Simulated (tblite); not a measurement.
Run record: tight-binding relaxation, `C/C=[C](\[GaH2])CCB(F)F`.

Computed with GFN2-xTB geometry optimisation, gas phase (tblite 0.8.0). Start geometry: from a force field or distance geometry. The command runs a driver script over a list of jobs; the input below is this job's line of settings and its coordinates in Å.

Command:
```bash
OMP_NUM_THREADS=1 python probes_run.py task.json out
```

Input:
```
{"job": {"kind": "relax", "xc": "GFN2-xTB", "basis": "xTB"}, "charge": 0, "multiplicity": 1}
C     -2.695400    -1.090000    -0.488500
C     -1.294200    -1.123600    -0.045100
C     -0.555300    -0.073400     0.258800
Ga    -1.524500     1.824800     0.042100
C      0.837900    -0.295000     0.701600
C      1.728000     0.407900    -0.284100
B      3.285100     0.247400     0.076600
F      4.188000     1.114700    -0.676700
F      3.773400    -1.117700     0.299400
H     -2.863100    -0.319900    -1.272700
H     -3.005100    -2.052900    -0.954600
H     -3.413500    -0.864200     0.340900
H     -0.841100    -2.120100     0.065900
H     -2.584900     2.460600    -0.534600
H     -0.157200     2.601800    -0.475600
H      1.052200    -1.367300     0.838000
H      0.951000     0.270500     1.667600
H      1.553900     1.497900    -0.247500
H      1.555400     0.007800    -1.303700
```

**Question.** Estimate the output.

**Answer.** 
```
step      E/eV     max force
  0    -752.56479    5.501
  1    -753.69013    2.772
  2    -754.15909    2.190
  3    -754.28344    0.895
  4    -754.40006    0.979
  5    -754.44723    0.849
  6    -754.52528    0.647
  7    -754.57216    0.631
  8    -754.60129    0.446
  9    -754.62367    0.414
... (157 lines left out)
167    -754.84010    0.012
168    -754.84016    0.017
169    -754.84019    0.021
170    -754.84024    0.013
171    -754.84025    0.010
172    -754.84027    0.010
173    -754.84028    0.012
174    -754.84030    0.011
175    -754.84032    0.010
176    -754.84033    0.008
```

«max force» is the largest atomic force in eV/Å.

**Question.** From which step on does the largest force stay under 0.1 eV/Å, and how much energy is left to gain from there?

**Answer.** From step 55 (0.084 eV/Å), 44.0 meV above the end.

In short: energy lowered by 52.5 kcal/mol over 176 steps; largest atomic force 0.008 eV/Å at the end.

Hardware: one thread of an Arm Neoverse V2, shared host with 96 logical CPUs at a one-minute load of 32. Cost: 1.1 s of wall time.
Labels such as C1 count atoms from 1, the log's own numbers from 0.
